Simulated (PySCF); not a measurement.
## Sm⁺ (samarium, charge +1) across methods

[Xe] 4f6 6s1, high-spin 8F determinant. Calculation: PySCF 2.14, in cc-pVDZ-X2C; scalar relativity by spin-free X2C-1e.

```json
{"method": "UHF", "E (hartree)": "-10422.55497", "mean ε 5p β (eV)": "-33.276", "mean ε 4f α (eV)": "-19.430", "mean ε 6s α (eV)": "-10.340", "Σ⟨r²⟩ (bohr²)": "59.71", "⟨S²⟩": "15.755"}
{"method": "PBE0", "E (hartree)": "-10426.07", "mean ε 5p β (eV)": "-29.573", "mean ε 4f α (eV)": "-12.180", "mean ε 6s α (eV)": "-9.289", "Σ⟨r²⟩ (bohr²)": "58.70", "⟨S²⟩": "15.753"}
{"method": "r2SCAN", "E (hartree)": "-10426.44", "mean ε 5p β (eV)": "-28.484", "mean ε 4f α (eV)": "-9.886", "mean ε 6s α (eV)": "-8.913", "Σ⟨r²⟩ (bohr²)": "58.69", "⟨S²⟩": "15.755"}
{"method": "LDA", "E (hartree)": "-10418.38", "mean ε 5p β (eV)": "-28.192", "mean ε 4f α (eV)": "-9.832", "mean ε 6s α (eV)": "-9.052", "Σ⟨r²⟩ (bohr²)": "58.50", "⟨S²⟩": "15.752"}
```

Task: Estimate the same row for PBE.

Result: E (hartree) = -10426.11; mean ε 5p β (eV) = -27.939; mean ε 4f α (eV) = -9.647; mean ε 6s α (eV) = -8.828; Σ⟨r²⟩ (bohr²) = 58.75; ⟨S²⟩ = 15.753.

Spin-orbit coupling, absent here, splits the open shell strongly.
